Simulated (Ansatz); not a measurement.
[Co(PH3)Cl5]2- (CoPH₃Cl₅²⁻). Total charge -2; singlet. Geometry PBE0-D4/def2-SVPD, basis def2-TZVPD, Ansatz.

```xyz
10

Co   -0.068    0.540   -0.752
P     0.100   -0.714    1.034
H     1.352   -1.331    1.291
H    -0.761   -1.831    1.138
H    -0.130   -0.107    2.300
Cl   -0.313    1.703   -2.711
Cl    2.228    0.741   -0.690
Cl   -2.337    0.156   -0.452
Cl   -0.232    2.393    0.599
Cl    0.160   -1.550   -1.758
```

```csv
run,HOMO (eV),LUMO (eV)
A,-1.81,6.60
B,1.13,4.15
C,2.34,3.75
D,0.55,4.73
E,-0.80,5.67
F,2.31,3.61
```

A multiply charged anion in the gas phase is held together partly by the finite basis.

Q: The runs used BLYP, CAM-B3LYP, PBE, PBE0, r2SCANh, ωB97X-V. Estimate which is which.

A: A ωB97X-V (range-separated); B r2SCANh (10 % exact exchange); C BLYP (0 % exact exchange); D PBE0 (25 % exact exchange); E CAM-B3LYP (range-separated); F PBE (0 % exact exchange). Exact exchange lowers occupied and raises empty levels; among semilocal functionals meta-GGAs tend to open the gap a little, and such runs are hard to tell apart. The gap grows from 1.30 eV (PBE) to 8.41 eV (ωB97X-V). At r2SCANh-D4/def2-TZVPD, BLYP-D4/def2-TZVPD, PBE0-D4/def2-TZVPD, PBE-D4/def2-TZVPD the highest occupied level of the charge -2 singlet lies above zero (up to 2.34 eV). The electron is either unbound and held by the finite basis, or the level is raised by self-interaction error.
